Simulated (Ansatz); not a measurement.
`CC[SiH](F)S` → `CCS` + `F[SiH]` at 400 K and 1 bar (silylene formation by 1,1-elimination).

Isolated molecules relaxed with PBE0-D4/def2-TZVP in Ansatz; ΔE leaves out vibrations. CCSD(T)/CBS adds triple-zeta CCSD(T) − MP2 to the extrapolated MP2 energy (def2 sets, frozen cores). This one scheme is used for every species. One conformer a species, not always the lowest.

```
      species  CCSD(T)/CBS energy (Eh)  H − E (kJ/mol)  S (J/(mol·K))
`CC[SiH](F)S`               -867.07645           265.0          400.5
        `CCS`               -477.49091           219.5          307.4
     `F[SiH]`               -389.46371            36.4          250.8
```

H − E and S are ideal-gas, rigid-rotor, harmonic terms from PBE0-D4/def2-TZVP, for one conformer and one mirror image of each species. 1 Eh = 2625.50 kJ/mol, R = 8.31446 J/(mol·K).

Question: By hand: ΔE, ΔH, ΔS and ΔG.

Answer: ΔE = (-477.49091) + (-389.46371) − (-867.07645) = 0.12183 Eh = 319.9 kJ/mol. Δ(H − E) = 219.5 + 36.4 − 265.0 = -9.1, so ΔH = 310.8 kJ/mol. ΔS = 307.4 + 250.8 − 400.5 = 157.7 J/(mol·K). ΔG = 310.8 − 400 × (157.7)/1000 = 247.7 kJ/mol.

Question: By hand: the equilibrium constant, and the temperature at which ΔG would vanish if ΔH and ΔS stayed fixed.

Answer: log₁₀ K = −ΔG/(RT ln 10) = -32.3. ΔG = 0 at ΔH/ΔS = 1971 K.

The number of gas molecules changes by +1, which sets the sign of ΔS. A doubt of 5 kJ/mol in ΔE shifts log₁₀ K by 0.7 here. Other conformers and mirror images would add mixing entropy, several J/(mol·K) or more a flexible species. These are equilibria of isolated gas molecules and say nothing of rates. Largest T1 diagnostic: 0.015 (customary marks: 0.02 for closed shells, 0.045 for open ones).
